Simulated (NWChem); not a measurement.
# MgF cation; SMILES [F][Mg+]

```xyz
2

Mg     0.0000     0.0000    -0.7447
F      0.0000     0.0000     0.9933
```
Atoms are numbered in this order, from 1.

All runs: NWChem. The geometry was optimised at PBE-D3(BJ)/def2-SVP. Vertical excitations in the gas phase; the lowest state need not have the same character in each row.

```json
[
 {"level": "PBE/def2-SVPD, full TDDFT", "lowest excitation, singlet (eV)": "3.01", "oscillator strength of that lowest state": "0.006", "lowest state with f > 0.02, singlet (eV)": "4.59", "oscillator strength of that bright state": "0.094", "orbital gap (eV)": "2.93"},
 {"level": "B3LYP/def2-SVPD, full TDDFT", "lowest excitation, singlet (eV)": "3.57", "oscillator strength of that lowest state": "0.007", "lowest state with f > 0.02, singlet (eV)": "5.01", "oscillator strength of that bright state": "0.088", "orbital gap (eV)": "4.79"},
 {"level": "BHandHLYP/def2-SVPD, full TDDFT", "lowest excitation, singlet (eV)": "4.64", "oscillator strength of that lowest state": "0.010", "lowest state with f > 0.02, singlet (eV)": "5.91", "oscillator strength of that bright state": "0.079", "orbital gap (eV)": "7.71"},
 {"level": "CAM-B3LYP/def2-SVPD, full TDDFT", "lowest excitation, singlet (eV)": "4.07", "oscillator strength of that lowest state": "0.009", "lowest state with f > 0.02, singlet (eV)": "5.45", "oscillator strength of that bright state": "0.084", "orbital gap (eV)": "7.71"}
]
```
